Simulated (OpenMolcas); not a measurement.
A calculation on neutral molybdenum.

```
Program             : OpenMolcas
Method              : CASSCF
Basis               : ANO-RCC-VTZP [7s6p4d2f1g]
Scalar Hamiltonian  : DKH2, point nucleus
Active space        : 6 electrons in 6 orbitals (4d 5s)
State averaging     : 2S+1 = 7 even, 1 root; 2S+1 = 5 even, 23 roots kept (CI in the orbitals of an earlier block); 2S+1 = 3 even, 30 roots kept (CI in the orbitals of an earlier block); 2S+1 = 1 even, 1 root kept (CI in the orbitals of an earlier block, 0 in the spin-orbit step)
Spin-orbit coupling : state interaction with AMFI integrals over the reference wave functions, term energies averaged over their components
```

Question: Which level of the active space comes out lowest?

Answer: 4d5 5s 7S3, with 100 % of that term; it is also the measured ground level.

Question: How high does 4d5 5s 5P3 lie?

Answer: 3.2141 eV above the lowest level.

Question: How high does 4d4 5s2 5D0 lie?

Answer: 2.5763 eV above the lowest level; measured 1.3596 eV above the ground level, so the calculation is off by +89 %.

Question: How high does 4d5 5s 5G5 lie?

Answer: 2.8214 eV above the lowest level.

Measured values: NIST Handbook of Basic Atomic Spectroscopic Data.

Some high roots are left out of the spin-orbit mixing, which shifts the levels that they would mix with. Without dynamic correlation excited terms often stand tens of per cent too high (terms of higher spin than the ground term too low), and those without a measured partner can miss by more than the paired ones. Terms from blocks run as CI alone lack orbitals of their own. Configurations are named by rounded mean occupations; where the s occupation lies near a half they are strongly mixed, a name can repeat and a true partner stay unpaired. A single d shell beside an s shell can misplace configurations of different d count against each other. Measured partners are found by configuration, term and J. A level has none where our copy of the source lacks it or the pairing is in doubt (some pairs that miss far off the trend of their configuration count as doubtful), and it then counts in no deviation. Levels of configurations outside the active space are missing.
